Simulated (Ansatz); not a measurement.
Start from `FCC(F)C(F)(F)OC(F)F` and change one atom or group to get `FC(F)OC(F)(F)F`.

Ansatz, PBE0-D4/def2-TZVP geometries, multiplicity 1. Each molecule was computed in one conformer, which needn't be the lowest.

| property | `FCC(F)C(F)(F)OC(F)F` |
| --- | --- |
| HOMO–LUMO gap (PBE/def2-TZVPP) / eV | 8.10 |
| HOMO energy (B3LYP/def2-TZVPP) / eV | -9.85 |
| LUMO energy (PBE0/def2-TZVPP) / eV | 1.00 |
| ideal-gas entropy at 298 K and 1 bar (rigid rotor, harmonic PBE0-D4/def2-TZVP) / J/(mol·K) | 433 |
| LUMO energy (ωB97M-V/def2-TZVPP) / eV | 2.87 |
| HOMO–LUMO gap (PBE0/def2-TZVPP) / eV | 11.07 |

(1) What does the change do to each property? (Estimate.)

## Answers

(1) Ansatz gave: 
```csv
property,`FC(F)OC(F)(F)F`,shift
HOMO–LUMO gap (PBE/def2-TZVPP) / eV,9.76,1.66
HOMO energy (B3LYP/def2-TZVPP) / eV,-10.65,-0.80
LUMO energy (PBE0/def2-TZVPP) / eV,1.70,0.70
"ideal-gas entropy at 298 K and 1 bar (rigid rotor, harmonic PBE0-D4/def2-TZVP) / J/(mol·K)",362,-71
LUMO energy (ωB97M-V/def2-TZVPP) / eV,3.21,0.34
HOMO–LUMO gap (PBE0/def2-TZVPP) / eV,12.62,1.55
```

With PBE0 the HOMO falls by 0.86 eV and the LUMO rises by 0.70 eV, so the gap widens by about 1.56 eV. PBE moves the HOMO by -0.68 eV and ωB97M-V by -0.92 eV. The zero-point energy changes by -129.5 kJ/mol with -18 modes. Modes under 60 cm⁻¹, often nearly free rotors, make the harmonic entropy too high.

Positive LUMOs are unbound, so they and the gaps depend on the basis.

B3LYP here is the variant with VWN-RPA as its local correlation; programs differ in this.
